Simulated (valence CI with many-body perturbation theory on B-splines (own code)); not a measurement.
**Tb25+: key properties**

Computed by configuration interaction combined with many-body perturbation theory (CI+MBPT): four valence electrons over a frozen Dirac-Fock core [Kr], a basis of 7 s, 7 p, 8 d, 6 f, 4 g, 1 h functions for each j, with the one-electron correlation potential Σ1, the two-electron term Σ2, the three-electron term Σ3, Breit, model QED; selected CI, second order for the rest, scaled by the run's own slope (own B-spline code, finite nucleus).

No measured spectrum was set against this ion. As an estimate, terms of the open shell hold to 2 to 4 % of their energy, and close levels can change places. Only levels of the ground parity were solved; by the run's estimate the other parity begins above the list, which can be wrong where configurations are misplaced.

Levels are named by their leading jj configuration (3d3/2^4 stands for four electrons in 3d with j = 3/2), which in mixed levels can hold well under half, so a name can repeat and another be missing.

Rates and lifetimes use the calculated energies. Strong lines usually hold to 10 to 20 %, long lifetimes can be off by a factor of two.

**Question.** What is the ground level?

**Answer.** (4d3/2^4) J=0, composition 52 % 4d4 3P + 39 % 4d4 5D + 9 % 4d4 1S.

**Question.** What is the ionisation energy?

**Answer.** 867.59 eV; NIST lists 866 ± 4 eV (theoretical).

**Question.** How well does LS coupling describe the low levels?

**Answer.** Among the lowest 20 levels the leading LS term, summed over configurations, holds 51 % on average. For single configurations the figures are 51 % in LS and 84 % in jj coupling. Terms mix most in the J = 4 level at 77736 cm⁻¹, where the leading one holds 31 %.
